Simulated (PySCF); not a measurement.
C2H6OSi2, SMILES [Si@@H]1(O)C=C[SiH2]1.

The structure is a stationary point at B3LYP-D3(BJ)/def2-SVP. The structure was generated by enumeration; whether it is a known compound was not checked. One conformer was computed; it need not be the lowest.

Calculation: B3LYP-D3(BJ)/def2-SVP run with PySCF 2.14.0.

Frequencies are harmonic and unscaled.

```csv
mode,ν (cm⁻¹),IR (km/mol),Raman (Å⁴/amu),depolarisation,moving atoms (share of kinetic energy)
1,130,2.5,3.7,0.74,"C 34 %, O 26 %, H 24 %, Si 16 %"
2,175,6.5,4.2,0.65,"H 36 %, O 29 %, Si 28 %"
3,289,24.1,5.1,0.74,"H 60 %, C 25 %, Si 9 %"
4,314,88.1,1.1,0.61,"H 57 %, O 24 %, Si 11 %"
5,408,17.0,17.3,0.29,"Si 50 %, H 24 %, C 14 %, O 12 %"
6,438,1.6,9.7,0.42,"Si 59 %, C 28 %, H 12 %"
7,507,3.7,3.5,0.75,"H 56 %, Si 31 %, C 13 %"
8,593,3.9,21.4,0.72,H 91 %
9,662,41.9,7.7,0.35,"H 74 %, C 18 %, Si 8 %"
10,682,6.4,17.5,0.23,"H 45 %, C 37 %, Si 13 %"
11,731,65.2,0.6,0.75,"C 49 %, H 36 %, Si 15 %"
12,751,119.2,0.8,0.74,"H 80 %, C 13 %"
13,781,120.8,7.8,0.32,"H 60 %, Si 22 %, C 18 %"
14,810,45.6,1.5,0.71,"H 70 %, O 17 %"
15,888,330.1,7.1,0.73,"H 42 %, Si 32 %, O 23 %"
16,902,31.9,6.2,0.69,"H 65 %, O 21 %, Si 13 %"
17,961,107.6,16.0,0.72,H 92 %
18,1030,0.0,0.6,0.29,"H 77 %, C 23 %"
19,1058,4.8,14.5,0.59,H 96 %
20,1278,21.8,0.1,0.56,"H 65 %, C 35 %"
21,1542,0.9,12.2,0.08,C 96 %
22,2190,124.2,192.0,0.21,H 97 %
23,2197,121.4,169.8,0.45,H 96 %
24,2236,141.2,201.5,0.22,H 97 %
25,3114,9.5,172.6,0.75,H 92 %
26,3135,25.3,289.3,0.18,"H 91 %, C 9 %"
27,3868,86.2,79.7,0.27,H 94 %
```
